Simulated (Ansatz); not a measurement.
C$_{2}$H$_{5}$F$_{2}$GaO, SMILES `CC[O][Ga]([F])[F]`, 11 atoms. The species carries charge 0 and has multiplicity 1. Correlated methods include outer-core shells of Ga, which these sets cover unevenly. Scalar relativity is left out up to krypton. All runs use 4 threads of an Arm Neoverse V1 on a shared host. Correlated methods freeze the cores.

How many basis functions does each run have, and how long does it take in Ansatz? RKS ωB97M-V/def2-QZVPP energy; RHF-MP2/def2-TZVPP energy; RHF-CCSD(T)/def2-SVP energy; direct RPA on PBE orbitals/def2-TZVPP energy; RKS HSE06 (plane-wave form)-D4/def2-TZVPP energy; RKS PBE0-D4/def2-TZVP relaxation (12 steps); RHF-MP2/def2-QZVPP energy; RKS PBE0-D4/def2-SVP energy; RKS ωB97X-V/def2-TZVPP energy; RKS ωB97M-V/def2-TZVPP energy and forces; RKS PBE0-D4/def2-QZVPP energy; RKS BHLYP-D4/def2-TZVPP energy. (Best estimate.)

Computed: Other jobs shared the machine, so times are rough.

| level | job | functions | wall time | peak host memory (GiB) |
| --- | --- | --- | --- | --- |
| RKS PBE0-D4/def2-SVP | energy | 127 | 1.8 s | 0.54 |
| RKS BHLYP-D4/def2-TZVPP | energy | 273 | 4.8 s | 0.87 |
| RKS HSE06 (plane-wave form)-D4/def2-TZVPP | energy | 273 | 5 s | 0.87 |
| RHF-MP2/def2-TZVPP | energy | 273 | 5.5 s | 0.77 |
| direct RPA on PBE orbitals/def2-TZVPP | energy | 273 | 8.5 s | 0.74 |
| RKS ωB97X-V/def2-TZVPP | energy | 273 | 12 s | 1 |
| RKS PBE0-D4/def2-QZVPP | energy | 524 | 14 s | 2.3 |
| RKS ωB97M-V/def2-TZVPP | energy and forces | 273 | 17 s | 1.1 |
| RHF-CCSD(T)/def2-SVP | energy | 127 | 21 s | 0.87 |
| RKS ωB97M-V/def2-QZVPP | energy | 524 | 31 s | 2.7 |
| RHF-MP2/def2-QZVPP | energy | 524 | 40 s | 3.8 |
| RKS PBE0-D4/def2-TZVP | relaxation (12 steps) | 233 | 66 s | 0.73 |
